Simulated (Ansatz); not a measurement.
Species: sum formula SiBrCl, net charge 1, doublet state. 
Geometry from a B3LYP-D3(BJ)/def2-TZVP (Ansatz, a first-principles code) optimisation:
```xyz
3

Si    -0.3496     0.3841     0.8126
Br     0.9299    -0.9359    -0.2887
Cl    -1.6265     1.6105    -0.0749
```
Charge +1, spin multiplicity 2.

Basis-set convergence of Hartree-Fock and MP2 correlation energies (hartree) with Ansatz. Valence correlation only, unless marked. Open shells are spin-unrestricted. No spin-orbit coupling. The frozen core is the preceding noble-gas configuration, with the filled d and f shells of earlier blocks. No relativistic terms.

| basis | functions | E(HF) | E(corr, MP2) |
|---|---|---|---|
| def2-SVP | 68 | -3320.04158 | -0.31110 |
| def2-TZVPP | 132 | ? | ? |

Fill in the missing entries.


- def2-TZVPP, E(HF): -3320.62564
- def2-TZVPP, E(corr, MP2): -0.41643
